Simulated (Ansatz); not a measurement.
C4H8OSi, SMILES `C#C[SiH](C)OC`, relaxed with RKS PBE-D4/def2-SVP in Ansatz 0.2.0 from a rough embedded geometry. The force threshold is 0.03 eV/Å; the program also tests the step.

Total charge 0; spin multiplicity 1.

Start:

```xyz
14

C    -2.401   -1.449   -0.173
C    -1.506   -0.717   -0.215
Si   -0.043    0.443   -0.330
C     0.639    0.522   -2.092
O     1.222   -0.029    0.693
C     0.974   -0.017    2.099
H    -3.267   -2.117   -0.056
H    -0.410    1.760    0.109
H     1.397    1.204   -2.198
H     0.901   -0.445   -2.485
H    -0.246    0.888   -2.769
H     1.908   -0.338    2.590
H     0.136   -0.698    2.406
H     0.697    0.993    2.421
```

```csv
step,energy (eV),largest force (eV/Å),largest move (Å)
1,-14182.7170,5.819,0.000
2,-14183.3101,1.304,0.104
3,-14183.3459,0.241,0.053
4,-14183.3524,0.145,0.036
5,-14183.3571,0.032,0.049
6,-14183.3575,0.028,0.027
```

End:

```xyz
14

C    -2.430   -1.432   -0.102
C    -1.503   -0.632   -0.212
Si   -0.087    0.546   -0.365
C     0.611    0.510   -2.098
O     1.149    0.069    0.670
C     0.982   -0.056    2.070
H    -3.246   -2.138   -0.015
H    -0.595    1.911    0.024
H     1.479    1.194   -2.179
H     0.944   -0.514   -2.359
H    -0.157    0.827   -2.831
H     1.950   -0.371    2.512
H     0.217   -0.821    2.336
H     0.685    0.907    2.548
```

Hardware: 3 threads of an AMD EPYC 7R13 on a shared host and a share of an NVIDIA H100 80 GB. Wall time 5.5 s, peak host memory 0.79 GiB.
